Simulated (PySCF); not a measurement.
Cl₂Mn (SMILES [Cl][Mn][Cl]), sextet, geometry from GFN2-xTB (such geometries of metal compounds can be far from the true shape). Base run: SVWN5/STO-3G in PySCF.

The PySCF input:
```python
from pyscf import gto, scf, dft

mol = gto.Mole()
mol.atom = '''
    Mn    0.00000000    0.00000000    0.00000000
    Cl    0.00000000    0.00000000    1.97614452
    Cl   -0.00000000   -0.00000000   -1.97614452
'''
mol.basis = 'sto-3g'
mol.spin = 5
mol.verbose = 4
mol.symmetry = True
mol.build()

mf = dft.UKS(mol)
mf.xc = 'lda,vwn'
mf.kernel()
mf.analyze()
```

Each row names what was changed in the base input (with any setting that the change needs).

```
change                   ΔE vs base (eV)  point group used  SCF cycles
-----------------------  ---------------  ----------------  ----------
base                                0.00              Dooh          14
symmetry = off                      0.00                C1          19
symmetry_subgroup = D2h             0.00               D2h          19
symmetry_subgroup = C2v             0.00               C2v          19
```

Open shells are given as the SCF converged; they aren't shown to be the lowest states, and a large step between rows can be another state.
